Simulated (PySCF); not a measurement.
CH4N, SMILES [NH]C, multiplicity 2.

Geometry: PBE0-D3(BJ)/def2-TZVP. The isomer is the one that the SMILES or the coordinates give; other isomers of the formula were not compared.

Two levels are set side by side: PBE/def2-TZVPD (PySCF) and M06-2X/def2-TZVPD (PySCF). Same geometry, gas phase. Differences are taken from unrounded values.

```csv
quantity,M06-2X
α-spin orbital gap (eV),9.70
β-spin orbital gap (eV),8.05
dipole moment (D),1.97
mean polarisability (bohr³),23.6
```

**Question.** What does PBE give, and how far is it from M06-2X? (Estimate from the structure and the level; the computed values follow.)

**Answer.** 
| quantity | PBE | PBE minus M06-2X |
|---|---|---|
| α-spin orbital gap (eV) | 5.89 | -3.81 |
| β-spin orbital gap (eV) | 2.45 | -5.60 |
| dipole moment (D) | 1.97 | 0.00 |
| mean polarisability (bohr³) | 25.3 | 1.7 |

PBE's more diffuse valence density responds more strongly to a field. Differences between two approximate levels are no errors against the true value.

Rough cost on one machine, each run with all the roots and properties that it gave: M06-2X against PBE within a factor of 2.
